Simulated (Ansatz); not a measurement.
CH2Cl6Si2, charge -1, doublet, at a GFN2-xTB geometry (a state made from the parent by changing its charge; the spin is typed, not shown lowest) (a gas-phase anion, which may not be bound at this level); MP2/STO-3G run with Ansatz (an electronic-structure program).

Ansatz was given this input:
Ansatz 0.2 input:
```yaml
crystal:
  periodic: [false, false, false]
  atoms:
    - {symbol: Cl, position_ang: [3.08799008, -0.39677225, -1.26569421]}
    - {symbol: Si, position_ang: [1.47398113, 0.29321702, -0.19461162]}
    - {symbol: Cl, position_ang: [2.17933231, 0.66766398, 1.66884890]}
    - {symbol: Cl, position_ang: [0.97661910, 2.06905610, -1.02181231]}
    - {symbol: C, position_ang: [0.10544345, -0.99510331, -0.21573527]}
    - {symbol: Si, position_ang: [-1.63560367, -0.25343323, 0.20330251]}
    - {symbol: Cl, position_ang: [-2.05187644, 0.25737694, -1.98728099]}
    - {symbol: Cl, position_ang: [-1.20310332, -0.20377725, 2.43948372]}
    - {symbol: Cl, position_ang: [-2.91612256, -1.88424425, 0.27626352]}
    - {symbol: H, position_ang: [0.33616261, -1.78103735, 0.50587682]}
    - {symbol: H, position_ang: [0.05562643, -1.46347131, -1.19988467]}
basis:
  gaussian:
    orbitals: STO-3G
total_charge: -1
magnetization: {spin_polarized: true, initial_magnetization: 1}
correlation: {method: mp2}
```

Output, abridged:

```
Functional definition: HF
894 factors; integrals over basis functions are off by at most 2.7e-5 eV
mean field evaluation 1: about -90812.8201 eV, gradient 2.4e1 eV
mean field evaluation 2: about -90812.9739 eV, gradient 2.4e1 eV
mean field evaluation 4: about -90819.3260 eV, gradient 1.8e0 eV
mean field evaluation 8: about -90819.4113 eV, gradient 4.4e-4 eV
mean field -90819.40862574 eV, -3337.5517073897 hartree, gradient 1.2e-6 eV, S^2 0.758017; 0 other end points of the search recorded, 0 dependent functions left out
41 core orbitals not correlated
reference -90819.40862574 eV, -3337.5517073897 hartree; 29, 28 occupied and 9, 10 virtual orbitals, 894 factors
second order -3.54537671 eV of doubles, -0.00000000 eV of singles
Total energy: -90822.95400244 eV, -3337.6819975805 hartree
```
